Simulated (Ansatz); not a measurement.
Process, species as SMILES: [C]Br (C-Br) → Br atom + C atom
B3LYP-D3(BJ)/def2-TZVP geometries, fixed; electronic energies without zero-point terms.

Basis-set convergence of the atomisation energy at PBE with Ansatz (an electronic-structure program). Cartesian d functions, on some or all atoms, in 3-21G; all else is spherical. The program fits the integrals of some runs and decomposes those of others, by size. Open shells are unrestricted. No added dispersion term, no relativity. Functions are those of the species that has most. Reference: the value in aug-cc-pV5Z, 95.21 kcal/mol, itself unsure by roughly 0.14 kcal/mol (its mean distance from pcseg-4, aug-pcseg-3, aug-cc-pVQZ). Deviations are taken from unrounded values.

| basis | functions | atomisation energy (kcal/mol) | minus reference (kcal/mol) |
|---|---|---|---|
| STO-3G | 23 | 110.43 | 15.21 |
| 3-21G | 32 | 82.93 | -12.28 |
| cc-pVDZ | 41 | 93.57 | -1.65 |
| pcseg-1 | 41 | 91.72 | -3.49 |
| def2-SVPD | 61 | 94.80 | -0.42 |
| 6-311G** | 62 | 92.78 | -2.43 |
| cc-pVTZ | 73 | 94.62 | -0.60 |
| pcseg-2 | 73 | 94.53 | -0.69 |
| def2-TZVPP | 79 | 95.08 | -0.13 |
| def2-TZVPPD | 94 | 95.18 | -0.04 |
| aug-cc-pVTZ | 105 | 94.86 | -0.36 |
| aug-pcseg-2 | 105 | 94.78 | -0.43 |
| def2-QZVPP | 146 | 94.91 | -0.31 |
| def2-QZVPPD | 161 | 95.06 | -0.15 |
| aug-cc-pVQZ | 173 | 95.19 | -0.03 |
| aug-pcseg-3 | 178 | 95.02 | -0.20 |
| pcseg-4 | 212 | 95.02 | -0.20 |
| aug-cc-pV5Z | 267 | 95.21 | 0.00 |

The smallest set listed that lies within 2 kcal/mol of the reference with all its larger relatives (same family, alike in diffuse functions; a set with none counts only in the reference's own line) is cc-pVDZ (41 functions, -1.65 kcal/mol off). (Relatives not listed, tested too: def2-TZVPD -0.04, cc-pVQZ -0.19, pcseg-3 -0.28, def2-QZVP -0.31, cc-pV5Z -0.12 kcal/mol.)
